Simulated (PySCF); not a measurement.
**Dipole moment and polarisability of `C[C@@H]1C[CH2][GeH2]1`**

Species: C₄H₁₀Ge.
Cartesian coordinates in Å at the PBE0-D3(BJ)/def2-SVP level; atoms count from 1:
```xyz
15
C4H10Ge angstrom
C      1.9159    0.3461   -0.3236
C      0.4902    0.4895    0.1621
C     -0.1547   -0.7292    0.8695
C     -1.6522   -0.5578    0.5307
Ge    -1.0967    0.5140   -1.0359
H      2.6135    0.1820    0.5158
H      2.0234   -0.5087   -1.0108
H      2.2547    1.2460   -0.8600
H      0.3968    1.3755    0.8148
H      0.2250   -1.6538    0.4003
H      0.0749   -0.8058    1.9473
H     -2.1712    0.0838    1.2597
H     -2.2328   -1.4814    0.4023
H     -0.9162   -0.3038   -2.3325
H     -1.8144    1.8421   -1.3569
```

Level: B3LYP/def2-SVPD (PySCF), static field, nuclei fixed, core orbitals frozen in the response. The polarisability tensor in these axes (au):

```
x   85.20 -1.38  4.43
y   -1.38 73.84 -7.33
z    4.43 -7.33 82.06
```

Question: What are the eigenvalues, a third of the trace, and Δα (Δα² = ½Σ(αi − αj)² over the three pairs)?

Answer: Principal values 69.47, 81.27 and 90.36 au; mean 80.37 au = 11.91 Å³ = 13.25 × 10⁻⁴⁰ C²·m²/J; Δα = 18.14 au (23 % of the mean).

Question: What is the dipole moment, and where does it point?

Answer: (0.18, 0.03, 0.40) D, 0.44 D in size, pointing from the negative to the positive side. Measured along this direction, the outermost atoms are H14 at the negative end and H11 at the positive end.

Question: Rayleigh depolarisation ratio (linearly polarised light, static tensor)?

Answer: ρ = 3Δα²/(45ᾱ² + 4Δα²) = 987.0/(290649 + 1316.0) = 0.00338.

Question: Orientational against electronic polarisability at 400 K (dilute gas, rigid molecules)?

Answer: In Gaussian units μ²/3kT = 1.16 Å³ against 11.91 Å³, a ratio of 0.10; the Debye molar polarisation (4π/3)N_A(α + μ²/3kT) is 33.0 cm³/mol, leaving out the vibrational part.

Question: In TDDFT the mean static polarisability is Σ f/ω² over all singlet excitations (ω in hartree). How much of it do the 10 lowest give? Their energies (eV) and oscillator strengths: 6.37, 0.0176; 6.66, 0.0176; 6.75, 0.0708; 7.03, 0.0459; 7.20, 0.0801; 7.50, 0.0579; 7.56, 0.1182; 7.62, 0.0317; 7.70, 0.0123; 7.89, 0.0086.

Answer: They add up to 6.55 au, 8.2 % of the 80.37 au; the largest single term is 1.53 au, from the state at 7.56 eV. Terms in order: 0.32, 0.29, 1.15, 0.69, 1.14, 0.76, 1.53, 0.40, 0.15, 0.10 au. Higher excitations give the rest. The strengths listed sum to 0.461.

Question: What would n − 1 = 2πNα be for an ideal gas of these molecules at 400 K and 1 atm, electronic part alone?

Answer: N = p/kT = 1.8347 × 10¹⁹ cm⁻³, so n − 1 = 2π × N × 11.91 × 10⁻²⁴ cm³ = 1373 × 10⁻⁶ at long wavelengths, for an ideal gas.

Question: Along which axes do the principal values lie, and how far do the nuclei extend along each?

Answer: Largest value along (0.66, -0.35, 0.66), where the nuclei span 4.75 Å; middle along (0.75, 0.39, -0.54), 5.10 Å; least along (-0.07, 0.85, 0.52), 2.97 Å. The strongest response doesn't lie along the longest of the three spans.

The structure is a single PBE0-D3(BJ)/def2-SVP conformer in the gas phase; no vibrational or solvent corrections. The calculation is non-relativistic, for germanium too.
